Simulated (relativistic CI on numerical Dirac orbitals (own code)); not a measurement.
Computed by Dirac-Coulomb-Breit CI, orbitals from a KLI potential per configuration, model QED, unscaled Slater integrals (own radial code, finite nucleus).

The strongest absorption lines from the ground level of an ion, among the configurations computed and to levels below about 885 eV (vacuum wavelength in Å, gf): 25.418 (0.72), 25.693 (0.75), 25.777 (1.2), 27.525 (0.046), 30.809 (0.21), 40.830 (0.71), 41.331 (0.36), 45.447 (0.024).

Task: Which ion is it?
A. Nd XLIV
B. Gd XLVIII
C. Os LX
D. Er LII

Result: D. Er LII has 17 electrons and the ground level 3s2 3p5 2P°_3/2; the strongest line goes to 3s2 3p4 3d 2D_5/2. The pattern of lines fixes the number of electrons, and along that sequence the line energies rise steadily with the charge (about as its square where n changes within one kind of shell, about linearly where n is kept but much faster in heavy ions where fine structure, which grows about as Z⁴, sets the gap, and irregularly where shells cross), which fixes Z. Configurations outside the model, such as inner-shell arrays, can give stronger lines. At this charge energies of transitions that change n are usually good to better than 1 %, and those within a shell (Δn = 0) to a few per cent.

LS names give the leading component of a level, which can be under half, so a name can repeat, a term be missing and a line seem to break the LS rules.
